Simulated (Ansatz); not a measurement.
**Question.** Name a neutral molecule of B, C, Cl, Ge, O and H with HOMO energy (ωB97M-V/def2-TZVPP) between -10.10 and -9.80 eV and HOMO energy (B3LYP/def2-TZVPP) between -7.70 and -7.40 eV (Ansatz, PBE0-D4/def2-TZVP geometry).

**Answer.** `O[B]([GeH3])CCl` (-10.04 eV, -7.67 eV); `OC[B](Cl)[GeH3]` (-9.92 eV, -7.49 eV). Other molecules can fit too; these were computed, each in one conformer that needn't be the lowest.

B3LYP here is the variant with VWN-RPA as its local correlation; programs differ in this.
